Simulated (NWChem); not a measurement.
System: C$_{2}$H$_{6}$N anion

```xyz
9

C      0.2483    -1.2081     0.0293
C     -0.5155     0.1543    -0.0113
N      0.2716     1.3268     0.0951
H     -0.4417    -2.0827    -0.0028
H      0.8595    -1.2603     0.9462
H      0.9357    -1.2773    -0.8317
H     -1.1809     0.0731    -0.9322
H     -1.2350     0.1163     0.8416
H      0.7642     1.4654    -0.7948
```
Atoms are numbered in this order, from 1.

Computed with NWChem. Pople sets run with spherical d functions. Sets without diffuse functions describe the anion's extra electron poorly. Coordinates come from a B3LYP/def2-SVPD optimisation. The highest occupied level is positive in some or all of these runs, so the extra electron may be held by the finite basis. Level r2SCAN/6-31G*: energy and gradient on several grids; changes count from the extra-fine grid, which is no exact limit either.

### Question
Which is the coarsest grid (xfine; xcoarse; medium; fine; coarse) from which on the energy stays within 500 μHa and each gradient component within 500 μHa/bohr of xfine?

### Answer
coarse.
```csv
grid,size of the energy change (μHa),largest change of a gradient component (μHa/bohr),"time, medium = 1 (rough)"
xcoarse,2000,2000,about 1
coarse,200,200,about 1
medium,60,60,about 1
fine,40,< 30,about 1
xfine,< 10,< 30,4
```
